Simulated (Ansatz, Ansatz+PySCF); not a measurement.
```yaml
atoms:
  - { symbol: Ti, position_ang: [-0.0046, 0.0309, -0.0390] }
  - { symbol: Cl, position_ang: [1.2073, 1.2625, 1.2724] }
  - { symbol: Cl, position_ang: [1.2276, -1.1979, -1.2345] }
  - { symbol: Cl, position_ang: [-1.2497, 1.2923, -1.2561] }
  - { symbol: Cl, position_ang: [-1.2453, -1.2822, 1.2117] }
```

RHF-MP2 on singlet TiCl₄ was run in several spherical basis sets with Ansatz (development build ahead of 0.2.0). Frozen core: 25 orbitals. Caution: other spin multiplicities were not run. Caution for RHF-MP2: no unrestricted run beside it, a lower state can exist.

Question: Rank the basis sets by the total energy that they give, lowest first, with the distance from the lowest.
A. STO-3G
B. def2-SVP
C. 6-31G
D. aug-cc-pVDZ
E. 6-31G(d)

Answer: D (0.00 eV), E (9.25 eV), C (21.82 eV), B (23.60 eV), A (788.58 eV).

Totals follow the description of the cores as much as that of the bonds, so this order isn't one of quality for chemistry.
